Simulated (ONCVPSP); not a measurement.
## cobalt: one change to an ONCV potential, before and after

| Property | Result |
| --- | --- |
| Element | Co (Z = 27) |
| Generator | ONCVPSP 4.0.1 |
| Type | optimised norm-conserving Vanderbilt (ONCV) |
| Functional | LDA (Perdew-Zunger) |
| Relativity | fully relativistic |
| Frozen core | [Ne] |
| Valence charge | 17 |
| Reference configuration | 3s2 3p6 3d7 4s2 |
| Partial waves | 3s+4s: rc 1.55 bohr, ncon 4, nbas 7, qcut 10.3 1/bohr, 2 projectors; 3p: rc 0.90 bohr, ncon 5, nbas 8, qcut 7.4 1/bohr, 1 projector; 3d: rc 1.80 bohr, ncon 4, nbas 8, qcut 7.1 1/bohr, 2 projectors, debl 1.6 Ha |
| Local potential | polynomial inside 0.80 bohr (lpopt 5, dvloc0 0 Ha) |
| Core correction | Teter function, parameters optimised by the program |

Open shells are filled in proportion to 2j + 1.

Change: s: qcut 6.1.

Cutoffs: the cutoffs (Ha) at which the residual kinetic energy of the hardest occupied pseudo-wave falls to 1 and 0.1 mHa per electron; they do not see the model core or the augmentation charge, which bear on the density cutoff. Errors are all-electron minus pseudo energies relative to the spin-unpolarised reference configuration.

**Question.** How do hardness, ghosts and transferability respond?

**Answer.** The potential gets neither clearly harder nor softer (65 Ha and 212 Ha → 65 Ha and 212 Ha); the p channel sets the loose cutoff, while the largest relative change is in s, which becomes softer; the errors of the 4 common tests hardly move; neither file shows a bound ghost.

```tsv
quantity	base	changed
cutoff, loose	65 Ha	65 Ha
cutoff, tight	212 Ha	212 Ha
loose cutoff by channel	s 25 Ha, p 65 Ha, d 27 Ha	s 14 Ha, p 65 Ha, d 27 Ha
bound ghosts	none	none
GHOST(+) flags under 300 eV	none	none
error for 3s2 3p6 3d7 4s1, meV [ΔE 9.30 eV]	+3.3	+3.2
error for 3s2 3p6 3d7 4s0, meV [ΔE 26.38 eV]	+16	+14
error for 3s2 3p6 3d6 4s0, meV [ΔE 62.57 eV]	+127	+127
error for 3s2 3p5 3d7 4s2, meV [ΔE 73.44 eV]	-435	-427
s: phases at 1.57 bohr within 0.05 rad from the reference energy up to (Ha; the scan ends near 5)	to the end of the scan	to the end of the scan
p3/2: phases at 0.91 bohr within 0.05 rad from the reference energy up to (Ha; the scan ends near 5)	to the end of the scan	to the end of the scan
p1/2: phases at 0.91 bohr within 0.05 rad from the reference energy up to (Ha; the scan ends near 5)	to the end of the scan	to the end of the scan
d5/2: phases at 1.82 bohr within 0.05 rad from the reference energy up to (Ha; the scan ends near 5)	to the end of the scan	to the end of the scan
d3/2: phases at 1.82 bohr within 0.05 rad from the reference energy up to (Ha; the scan ends near 5)	to the end of the scan	to the end of the scan
rms error of d²Exc/dni dnj with the model core, mHa	1.87	1.99
```
